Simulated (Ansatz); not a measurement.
Wavefunction ladder for C2H8AlBO (`CO[B](C)[AlH2]`)

```xyz
13

C     0.336    2.023    0.292
O     0.526    0.944   -0.586
B     0.101   -0.320   -0.345
C     0.417   -1.376   -1.467
Al   -0.954   -0.900    1.458
H    -0.200    1.718    1.202
H    -0.243    2.801   -0.210
H     1.306    2.432    0.580
H    -0.511   -1.815   -1.852
H     0.993   -2.216   -1.063
H     0.971   -0.949   -2.308
H    -2.550   -0.909    1.544
H    -0.191   -1.433    2.756
```

The species carries charge 0 and has multiplicity 1. The geometry is a stationary point of PBE0-D4/def2-TZVP. It is one conformer, not always the lowest. Frozen core, restricted reference, the Gaussian-basis code of Ansatz. CBS rows extrapolate triple and quadruple zeta; past MP2 they add the triple-zeta difference.

```csv
basis,HF (Eh),MP2 corr.,CCSD corr.,(T),CCSD(T) total
def2-TZVPP,-421.94546,?,?,?,?
def2-QZVPP,-421.96124,-0.82017,–,–,–
CBS(def2),-421.96341,-0.85962,?,as TZ,?
```

Problem. Fill in the withheld values. (An estimate is asked.)

Solution. The calculation gave: def2-TZVPP MP2 corr.: -0.76692; def2-TZVPP CCSD corr.: -0.82057; def2-TZVPP (T): -0.03065; def2-TZVPP CCSD(T) total: -422.79668; CBS(def2) CCSD corr.: -0.91327; CBS(def2) CCSD(T) total: -422.90733.
